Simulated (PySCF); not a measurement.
Isomers of C6H8N2, one GFN2-xTB conformer each. Single-point energies are computed at PBE0/pcSseg-1 (PySCF, gas phase, no added dispersion term), electronic only.

| SMILES | GFN2-xTB relative energy (kcal/mol) |
| --- | --- |
| CCc1cnccn1 | 0.0 |
| C=NCC1(C#N)CC1 | 49.0 |

Conformers: `[CH3:1][CH2:2][c:3]1[cH:4][n:5][cH:6][cH:7][n:8]1` with C1–C2–C3–C4 85°; `[CH2:1]=[N:2][CH2:3][C:4]1([C:5]#[N:6])[CH2:7][CH2:8]1` with C1–N2–C3–C4 115°, N2–C3–C4–C5 -72°.

Q: What does PBE0/pcSseg-1 give for the same structures?

A: 
```csv
SMILES,PBE0/pcSseg-1 E (Eh),PBE0/pcSseg-1 (kcal/mol),GFN2-xTB (kcal/mol),point group
CCc1cnccn1,-342.50112,0.0,0.0,C1
C=NCC1(C#N)CC1,-342.43247,43.1,49.0,C1
```

Both levels put the same isomer lowest. As drawn, the lower has an aromatic ring, which the higher lacks; the higher has a three-membered ring, a C≡N group and a C=N bond, which the lower lacks.

Q: Which frontier levels, dipoles and rotational constants go with these structures?

A: 
```json
{"SMILES": "CCc1cnccn1", "HOMO (eV, PBE0/pcSseg-1)": "-7.11", "LUMO (eV)": "-1.31", "dipole (D)": "0.68", "A, B, C (MHz)": "4797, 1573, 1309"}
{"SMILES": "C=NCC1(C#N)CC1", "HOMO (eV, PBE0/pcSseg-1)": "-7.54", "LUMO (eV)": "-0.50", "dipole (D)": "3.51", "A, B, C (MHz)": "2940, 1785, 1287"}
```
